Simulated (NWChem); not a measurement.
# BH₂O₂F; SMILES OB(O)F

```xyz
6

B      0.0000     0.0000    -0.0339
F      0.0000     0.0000     1.3110
O     -1.1679     0.0000    -0.7113
H     -1.9297     0.0000    -0.1247
O      1.1679     0.0000    -0.7113
H      1.9297     0.0000    -0.1247
```
Atoms are numbered in this order, from 1.

All runs use the structure optimised with PBE0/def2-SVP.

Symmetry labels are those of C2v in the frame above (b1 and b2, or b-type labels, depend on it).

Question: List the 4 lowest vertical singlet excitations from CAM-B3LYP/def2-SVPD, TDA (NWChem).

Answer: 
```json
[
 {"state": "S1", "energy (eV)": "8.37", "oscillator strength": "0.000", "symmetry": "a2", "leading excitation (squared amplitude)": "HOMO → LUMO (0.92)"},
 {"state": "S2", "energy (eV)": "9.14", "oscillator strength": "0.060", "symmetry": "b2", "leading excitation (squared amplitude)": "HOMO → LUMO+1 (0.52)"},
 {"state": "S3", "energy (eV)": "9.34", "oscillator strength": "0.003", "symmetry": "b1", "leading excitation (squared amplitude)": "HOMO−1 → LUMO (0.88)"},
 {"state": "S4", "energy (eV)": "9.68", "oscillator strength": "0.084", "symmetry": "a1", "leading excitation (squared amplitude)": "HOMO−3 → LUMO (0.79)"}
]
```
